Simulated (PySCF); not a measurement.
## SnBr from Hartree–Fock to correlated methods

State: ²Π (doublet), unpaired electrons π ↑. Set-up: Sn def2-SVP with ECP28, Br def2-SVP; scalar-relativistic core potentials (PySCF 2.14). De refers to Sn + Br in their high-spin ground configurations, without counterpoise correction. The functionals are run spin-unrestricted. A positive dipole means Sn(−)Br(+).

```
      Level  Re (Å)  ωe (cm⁻¹)  De (eV)  μ (D)  CPU s a point (SCF and correlation, without the integrals)
        UHF   2.563        241     2.23  -3.28                                                        0.45
    UHF-MP2   2.542        251     3.18    n/a                                                        0.71
UHF-SCS-MP2   2.552        247     3.07    n/a                                                         n/a
        PBE   2.560        238     3.67  -2.34                                                           1
       BP86   2.562        237     3.64  -2.36                                                        0.77
     r²SCAN   2.542        245     3.59  -2.49                                                         1.4
       PBE0   2.539        246     3.49  -2.61                                                         1.6
  BHandHLYP   2.545        245     3.25  -2.86                                                        0.97
    LC-ωPBE   2.514        256     3.25  -2.78                                                         1.4
     B2PLYP   2.553        243     3.35  -2.90                                                         1.1
```

The bond length runs from 2.514 Å (LC-ωPBE) to 2.563 Å (UHF). De spans 2.23 eV (UHF, mean field) to 3.67 eV (PBE, GGA).

Correlated steps freeze 13 core orbitals. Correlated levels converge slowly with the basis: in double zeta they bind strong bonds too weakly, by up to about 1 eV, and carry superposition errors of some tenths. Spin–orbit coupling is left out, which matters for elements this heavy, above all for dissociation energies. B2PLYP dipoles, levels and charges come from its SCF part alone. The state is the lowest determinant that a PBE0 search found; another state may lie lower at other levels.

The whole job (state search and all levels along the bond) took about 2.7 min on 1 thread of Arm Neoverse V1 (shared host), peak memory 0.81 GiB.
